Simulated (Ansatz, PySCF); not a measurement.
F₃Sb, SMILES [F][Sb]([F])[F] (connectivity only; charge and spin as stated), charge +1, multiplicity 2. Atoms are numbered in the order given.

```xyz
4

Sb     0.0000     0.0000     0.1279
F     -1.5108    -0.8723    -0.6202
F      0.0000     1.7445    -0.6202
F      1.5108    -0.8723    -0.6202
```
Charge +1, spin multiplicity 2.

Geometry optimised at B3LYP-D3(BJ)/def2-SVP. The multiplicity is an assumed one; other spin states were not compared. The isomer is the one that the SMILES or the coordinates give; other isomers of the formula were not compared. The def2 effective core potentials stand for the cores of Sb; spin–orbit coupling is left out.

Two levels are set side by side: PBE-D3(BJ)/def2-SVP (Ansatz, a program for electronic structure) and B3LYP-D3(BJ)/def2-SVP (Ansatz). Each level has its own optimised geometry; the coordinates shown are those of the second. Frequencies come from the Hessian of PySCF at each geometry. Differences are taken from unrounded values.

```
quantity                            B3LYP-D3(BJ)  PBE-D3(BJ)  PBE-D3(BJ) minus B3LYP-D3(BJ)
----------------------------------  ------------  ----------  -----------------------------
mean bond length (Å)                       1.898       1.918                          0.019
bond Sb1–F2 (Å)                            1.898       1.918                          0.019
bond Sb1–F3 (Å)                            1.898       1.918                          0.019
bond Sb1–F4 (Å)                            1.898       1.918                          0.019
highest harmonic wavenumber (cm⁻¹)           654         629                            -25
mean harmonic wavenumber (cm⁻¹)              405         386                            -18
zero-point energy (kcal/mol)                3.47        3.31                          -0.16
```

GGA bonds tend to be longer and softer than those of functionals with exact exchange. Differences between two approximate levels are no errors against the true value.
